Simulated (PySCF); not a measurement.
Ionising SrBe

PBE; PySCF, scalar-relativistic core potentials, basis sets Sr def2-SVP with ECP28, Be def2-SVP. Neutral (UKS): singlet (closed shell), Re = 3.457 Å, ωe = 172 cm⁻¹, De = 0.32 eV, HOMO -3.44 eV, LUMO -2.27 eV.

SrBe⁺ (UKS): doublet (σ ↑), Re = 3.190 Å, ωe = 243 cm⁻¹, De = 0.68 eV to Sr⁺ + Be. The energies at the minima are -45.29703 hartree for SrBe and -45.10084 for SrBe⁺.

Problem. Work out the adiabatic ionisation energy, without and with harmonic zero-point energies (1 hartree = 27.2114 eV, 1 eV = 8065.5 cm⁻¹), and the change of the bond length.

Solution. At PBE: 0.19619 hartree = 5.339 eV between the minima; the zero-point term (243.0 − 172.0)/2 cm⁻¹ = +0.004 eV makes it 5.343 eV. Re changes by -26.7 pm against the neutral. Minus the HOMO energy is 3.44 eV, -1.90 eV from the value between the minima; self-interaction puts the Kohn–Sham level too high, less so with exact exchange. The electron leaves a σ orbital, and the shorter bond of the ion fits an antibonding orbital, or a change in how ionic the bond is.

Closed-shell solutions of metal pairs were not tested for spin polarisation, which can lower them a little. Weak bonds: SrBe. Basis-set superposition, not corrected here, can be much of De in a small basis, most of all at correlated wavefunction levels. Spin–orbit coupling is left out. For an ion De counts to the pair picked by the measured ionisation energies or electron affinities, which need not be the lowest pair at this level. States were picked by a PBE0 search and need not be the measured ground states.
